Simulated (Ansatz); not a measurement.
Ansatz results at the PBE0-D4/def2-TZVP geometry: HOMO–LUMO gap (B3LYP/def2-TZVPP) 6.56 eV; size of the dipole moment (PBE/def2-TZVPP) 1.33 D; HOMO–LUMO gap (PBE/def2-TZVPP) 4.90 eV.

Problem. Which molecule gave them?
A. `[NH2][GaH][NH2]`
B. `[Br][Ga]([Br])[Br]`
C. `[F][Ga]([F])[Br]`
D. `[F][GaH][SeH]`

Solution. C. The others give `[F][GaH][SeH]`: 5.86, 2.37, 4.48; `[Br][Ga]([Br])[Br]`: 5.89, 0.00, 4.31; `[NH2][GaH][NH2]`: 6.50, 0.91, 4.86.

B3LYP here is the variant with VWN-RPA as its local correlation; programs differ in this.
